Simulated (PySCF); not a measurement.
B(H)(OH)(PH2) (BH4OP), SMILES OBP.

The structure is a stationary point at PBE0-D3(BJ)/def2-TZVP. The values are those of a single conformer.

These are TDDFT-ωB97X/def2-SVPD (PySCF) values and carry that method's errors.

Vertical excitations. The molecule is in vacuum.

Problem. List the lowest excited states. (Estimate from the structure and the level; the computed values follow.)

Solution. 
```csv
state,energy (eV),λ (nm),f,main pairs
S1,5.89,211,0.043,"HOMO→LUMO 64 %, HOMO→LUMO+1 16 %"
S2,6.50,191,0.026,"HOMO→LUMO+1 47 %, HOMO→LUMO+2 29 %, HOMO→LUMO 12 %"
S3,6.98,178,0.045,"HOMO→LUMO+2 51 %, HOMO−1→LUMO 15 %, HOMO→LUMO 13 %"
S4,7.23,171,0.078,"HOMO−1→LUMO 51 %, HOMO→LUMO+1 12 %, HOMO−1→LUMO+1 12 %, HOMO→LUMO+2 11 %"
S5,7.96,156,0.160,HOMO→LUMO+5 75 %
S6,8.19,151,0.084,"HOMO−1→LUMO+1 44 %, HOMO→LUMO+3 18 %, HOMO→LUMO+4 15 %, HOMO−1→LUMO 8 %"
S7,8.42,147,0.020,"HOMO→LUMO+3 41 %, HOMO−1→LUMO+1 18 %, HOMO−1→LUMO+2 9 %, HOMO→LUMO+4 8 %"
S8,8.74,142,0.024,"HOMO→LUMO+4 32 %, HOMO→LUMO+3 27 %, HOMO−1→LUMO+2 16 %, HOMO→LUMO+7 6 %"
S9,8.92,139,0.037,"HOMO−2→LUMO 40 %, HOMO−1→LUMO+2 21 %, HOMO−2→LUMO+1 9 %, HOMO→LUMO+4 7 %"
S10,9.07,137,0.035,"HOMO−1→LUMO+2 34 %, HOMO−2→LUMO 20 %, HOMO−2→LUMO+1 12 %, HOMO→LUMO+7 6 %"
T1,5.01,247,0,"HOMO→LUMO 76 %, HOMO→LUMO+1 14 %"
T2,5.87,211,0,"HOMO→LUMO+2 59 %, HOMO→LUMO+1 22 %"
T3,6.31,197,0,"HOMO−1→LUMO 33 %, HOMO→LUMO+2 13 %, HOMO→LUMO+1 13 %, HOMO−1→LUMO+1 13 %"
T4,6.71,185,0,"HOMO−1→LUMO 37 %, HOMO→LUMO+1 27 %, HOMO→LUMO+2 12 %, HOMO−1→LUMO+1 8 %"
```
Triplets are in the Tamm–Dancoff approximation, which puts them higher than full response would, so one can lie above its singlet here.
